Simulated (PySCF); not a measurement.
C4H9OSn (SMILES CC(C)(C)[O][Sn+]), charge +1, singlet, geometry from GFN2-xTB (such geometries of metal compounds can be far from the true shape) (all electrons, no relativity); M062X/3-21G run with PySCF.

PySCF was given this input:
```python
from pyscf import gto, scf, dft

mol = gto.Mole()
mol.atom = '''
    Sn    0.57860348    0.99037821    0.99602755
    O    -0.13951525   -0.23880407   -0.24016626
    C    -0.69301889   -1.18621963   -1.19298609
    C     0.35754660   -2.26620988   -1.41139384
    C    -1.96370062   -1.75208190   -0.57416742
    C    -0.98384300   -0.41492838   -2.47294697
    H     0.00267037   -3.01018296   -2.11844506
    H     0.57924891   -2.75285016   -0.46071701
    H     1.26974182   -1.81057548   -1.79876224
    H    -1.71926578   -2.24375716    0.36831025
    H    -2.42869660   -2.47166480   -1.24150070
    H    -2.66452557   -0.93918319   -0.37975242
    H    -0.05851124    0.02257598   -2.84991934
    H    -1.69426393    0.38487527   -2.25993678
    H    -1.40235463   -1.07107684   -3.23035818
'''
mol.basis = '3-21g'
mol.charge = 1
mol.verbose = 4
mol.build()

mf = dft.RKS(mol)
mf.xc = 'm062x'
mf.level_shift = 0.5
mf.max_cycle = 100
mf.kernel()
mf.analyze()
```

The log (banner, timings and long lists left out):

```
PySCF version 2.14.0

[INPUT] verbose = 4
[INPUT] num. atoms = 15
[INPUT] num. electrons = 90
[INPUT] charge = 1
[INPUT] spin (= nelec alpha-beta = 2S) = 0
[INPUT] symmetry False subgroup None
[INPUT] Mole.unit = angstrom
[INPUT] Symbol           X                Y                Z      unit          X                Y                Z       unit  Magmom
[...]
nuclear repulsion = 521.12033354367
number of shells = 56
number of NR pGTOs = 183
number of NR cGTOs = 94
basis = 3-21g
ecp = {}

******** <class 'pyscf.dft.rks.RKS'> ********
method = RKS
initial guess = minao
damping factor = 0
level_shift factor = 0.5
DIIS = <class 'pyscf.scf.diis.CDIIS'>
diis_start_cycle = 1
diis_space = 8
diis_damp = 0
SCF conv_tol = 1e-09
SCF conv_tol_grad = None
SCF max_cycles = 100
direct_scf = True
direct_scf_tol = 1e-13
XC library pyscf.dft.libxc version 7.1.2
    S. Lehtola, C. Steigemann, M. J. T. Oliveira, and M. A. L. Marques,  SoftwareX 7, 1–5 (2018)
XC functionals = m062x
    Y. Zhao and D. G. Truhlar,  Theor. Chem. Acc. 120, 215 (2008)
    Y. Zhao and D. G. Truhlar,  Theor. Chem. Acc. 120, 215 (2008)
radial grids:
    Treutler-Ahlrichs [JCP 102, 346 (1995); DOI:10.1063/1.469408] (M4) radial grids

becke partition: Becke, JCP 88, 2547 (1988); DOI:10.1063/1.454033
pruning grids: <function nwchem_prune>
grids dens level: 3
symmetrized grids: False
atomic radii adjust function: <function treutler_atomic_radii_adjust>
small_rho_cutoff = 0
Set gradient conv threshold to 3.16228e-05
Initial guess from minao.
tot grids = 180784
init E= -6218.37476632502
[...]
cycle= 1 E= -6230.50132594292  delta_E= -12.1  |g|= 0.706  |ddm|= 3.51
[...]
cycle= 2 E= -6230.59065651611  delta_E= -0.0893  |g|= 0.438  |ddm|= 0.757
[...]
cycle= 3 E= -6230.61986779686  delta_E= -0.0292  |g|= 0.122  |ddm|= 0.244
[...]
cycle= 4 E= -6230.6234449909  delta_E= -0.00358  |g|= 0.0325  |ddm|= 0.133
[...]
cycle= 5 E= -6230.62391159178  delta_E= -0.000467  |g|= 0.0122  |ddm|= 0.0594
[...]
cycle= 6 E= -6230.6240285573  delta_E= -0.000117  |g|= 0.00718  |ddm|= 0.0292
[...]
cycle= 7 E= -6230.62407044022  delta_E= -4.19e-05  |g|= 0.00375  |ddm|= 0.0169
[...]
cycle= 8 E= -6230.62408475759  delta_E= -1.43e-05  |g|= 0.00238  |ddm|= 0.00882
[...]
cycle= 9 E= -6230.62409033615  delta_E= -5.58e-06  |g|= 0.00162  |ddm|= 0.00462
[...]
cycle= 10 E= -6230.62409264008  delta_E= -2.3e-06  |g|= 0.00111  |ddm|= 0.00261
[...]
cycle= 11 E= -6230.6240935951  delta_E= -9.55e-07  |g|= 0.000758  |ddm|= 0.00154
[...]
cycle= 12 E= -6230.62409397496  delta_E= -3.8e-07  |g|= 0.000562  |ddm|= 0.000942
[...]
cycle= 13 E= -6230.62409414323  delta_E= -1.68e-07  |g|= 0.000376  |ddm|= 0.000582
[...]
cycle= 14 E= -6230.62409421406  delta_E= -7.08e-08  |g|= 0.000254  |ddm|= 0.000368
[...]
cycle= 15 E= -6230.62409424406  delta_E= -3e-08  |g|= 0.000169  |ddm|= 0.000235
[...]
cycle= 16 E= -6230.62409425655  delta_E= -1.25e-08  |g|= 0.000115  |ddm|= 0.00015
[...]
cycle= 17 E= -6230.62409426213  delta_E= -5.58e-09  |g|= 7.67e-05  |ddm|= 9.76e-05
[...]
cycle= 18 E= -6230.62409426448  delta_E= -2.35e-09  |g|= 5.19e-05  |ddm|= 6.36e-05
[...]
cycle= 19 E= -6230.62409426551  delta_E= -1.03e-09  |g|= 3.49e-05  |ddm|= 4.15e-05
[...]
cycle= 20 E= -6230.62409426593  delta_E= -4.27e-10  |g|= 2.34e-05  |ddm|= 2.71e-05
[...]
Extra cycle  E= -6230.62409426573  delta_E= 2.04e-10  |g|= 5.22e-05  |ddm|= 7.67e-05
converged SCF energy = -6230.62409426573
**** SCF Summaries ****
Total Energy =                       -6230.624094265729582
Nuclear Repulsion Energy =             521.120333543669517
One-electron Energy =                -9606.754955853764841
Two-electron Energy =                 2855.010528044365401
Two-electron Coulomb Energy =         3049.790247044075386
DFT Exchange-Correlation Energy =     -194.779718999710099
HOMO-LUMO gap [eV] =                     7.070454266167157
**** MO energy ****
[...]
 ** Mulliken pop on meta-lowdin orthogonal AOs  **
 ** Mulliken pop  **
 ** Mulliken atomic charges  **
charge of    0Sn =      1.09797
charge of    1O =     -0.49210
charge of    2C =      0.25348
charge of    3C =     -0.28711
charge of    4C =     -0.28709
charge of    5C =     -0.28707
charge of    6H =      0.12425
charge of    7H =      0.10488
charge of    8H =      0.10487
charge of    9H =      0.10487
charge of   10H =      0.12425
charge of   11H =      0.10486
charge of   12H =      0.10487
charge of   13H =      0.10485
charge of   14H =      0.12424

WARN: System has nonzero charge 1; the dipole moment is origin-dependent.
Location of origin: [0. 0. 0.]

Dipole moment(X, Y, Z, Debye):  1.20498,  2.06276,  2.07450
```
